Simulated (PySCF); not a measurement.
Work out the structure from these simulated measurements.

Formula: CH9NSi3.

| Quantity | Value |
| --- | --- |
| UV, strongest line | among the 10 lowest singlet transitions: S8 at 7.17 eV (173 nm, f = 0.116) [TDDFT CAM-B3LYP/def2-SVPD] |
| Polarisability | 111.5 au [CAM-B3LYP/def2-SVPD] |
| 13C NMR | chemical shifts (computed TMS as zero) by class: 190.4 (1 C) ppm [GIAO PBE0/pcSseg-1] |
| NMR, other nuclei | isotropic shieldings of nuclei other than C and H, by class: -198 (1 N), 424 (1 Si), 459 (2 Si) ppm [GIAO PBE0/pcSseg-1] |
| Dipole | 2.02 D [CAM-B3LYP/def2-SVPD] |
| Valence photoelectron | vertical ionisation energy: 9.32 eV [ΔSCF CAM-B3LYP/def2-SVPD] |
| Rotational structure | rotational constants A, B, C: 1.926, 1.809, 1.019 GHz [PBE0-D3(BJ)/def2-SVP] |

The electronic properties come from PySCF, for the isolated species, density fitting. Levels stand in brackets. One conformer (not necessarily the lowest) at the PBE0-D3(BJ)/def2-SVP geometry, without solvent, vibrations or thermal averaging. NMR values are class means; diastereotopic atoms form classes of their own.

Problem. What is the compound? Reason from the data.

Solution. Numbering: `[H]/[N:1]=[CH:2]\[SiH:3]([SiH3:4])[SiH3:5]`. Its formula, CH9NSi3, gives 1 degree of unsaturation: 0 rings and 1 π bond in the structure found. The one carbon: C=N carbon [C2] (190.4 ppm). The other shieldings belong to: -198 ppm, C=N nitrogen [N1]; 424 ppm, SiH silicon [Si3]; 459 ppm, SiH3 silicon [Si4/Si5]. The first electron is taken from the HOMO, whose largest Löwdin shares are 0.47 on the C=N nitrogen, 0.18 on the C=N carbon, 0.12 on the SiH silicon and 0.07 on the N–H hydrogen. The optimised geometry has point group Cs and is an asymmetric top. Structure: `[H]/N=C\[SiH]([SiH3])[SiH3]`. The assignments are read from this structure; whether some other isomer fits the data as well wasn't checked.

Conformer computed: `[H]/[N:1]=[CH:2]\[SiH:3]([SiH3:4])[SiH3:5]`: N1–C2–Si3–Si4 121°.
